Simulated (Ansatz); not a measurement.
Molecule: sum formula ReO₂Cl, charge 0, multiplicity 3. This is an excited triplet: at this geometry the singlet lies 0.14 eV lower at wB97M-V/def2-TZVPD. 
Coordinates optimised at B3LYP-D3(BJ)/def2-TZVP (Ansatz, an electronic-structure program):
```
Re
O 1 1.7055
O 1 1.7055 2 123.56
Cl 1 2.2737 2 118.22 3 180.00
```
Charge 0, spin multiplicity 3.

Total electronic energies in hartree. Correlated levels leave the core frozen unless marked. UHF or UKS for open shells. No spin-orbit coupling. The frozen core is the preceding noble-gas configuration, with the filled d and f shells of earlier blocks. Past Kr the def2 sets carry scalar-relativistic core potentials. CBS marks a two-point X^-3 extrapolation of the correlation energy; Hartree-Fock from the larger set.

The Hartree-Fock reference is unstable (checked in the largest basis), which strains HF and MP2. 

| level | program | energy (Eh) |
|---|---|---|
| RI-HF/def2-QZVPP | Ansatz | -686.90829 |
| BLYP-D4/def2-TZVPD | Ansatz + dftd4 | -689.11817 |
| PBE0-D4/def2-TZVP | Ansatz + dftd4 | -688.78790 |
| BHLYP/def2-TZVPD | Ansatz | -688.86459 |
| B2GP-PLYP-D3(BJ)/def2-TZVPD | Ansatz + dftd3 | -688.56975 |
| B2GP-PLYP/def2-TZVPD | Ansatz | -688.56387 |
| RI-MP2/def2-TZVPPD | Ansatz | -687.80629 |
| RI-MP2/CBS(def2-TZVPP,def2-QZVPP) | Ansatz | -687.9390 |

Totals of different functionals don't rank their quality; only differences between species are comparable.
